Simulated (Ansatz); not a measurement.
## Redistribution: C3H7Br + C2H5I → C4H10 + CH2BrI

Species: C3H7Br (1-bromopropane) `CCCBr`, singlet; C2H5I (iodoethane) `CCI`, singlet; C4H10 (butane) `CCCC`, singlet; CH2BrI (bromoiodomethane) `BrCI`, singlet. The partners trade Br for CH3; both sit on C, so the bond types are kept.

Shapes, held fixed at every level: PBE0-D4/def2-TZVP. Flexible molecules stand in one conformer, not always the lowest. Programs: Ansatz 0.2.0. Electronic energies: no zero-point or thermal term.

Question: Estimate ΔE of this reaction.

Answer: The highest level, CCSD(T)/def2-TZVPP, gives ΔE = +29.5 kJ/mol; the levels span +28.3 to +33.2. The column of differences is taken from that level and isn't an error. No measured value is set beside it here. For atoms past krypton def2 sets carry core potentials with scalar relativity. Relativity is left out for Br unless named. Correlated rows may include outer-core shells of Br, I, which these sets cover unevenly.

```
               level                    kind  ΔE (kJ/mol)  less CCSD(T)/def2-TZVPP
       HF/def2-TZVPP            Hartree–Fock        +33.2                     +3.7
r2SCAN-D4/def2-TZVPP                meta-GGA        +30.0                     +0.5
  wB97X-V/def2-TZVPP  range-separated hybrid        +28.5                     -1.0
   B2PLYP/def2-TZVPP           double hybrid        +28.3                     -1.2
      MP2/def2-TZVPP     perturbation theory        +29.4                     -0.1
     CCSD/def2-TZVPP   coupled cluster or CI        +29.5                      0.0
  CCSD(T)/def2-TZVPP   coupled cluster or CI        +29.5                      0.0
```
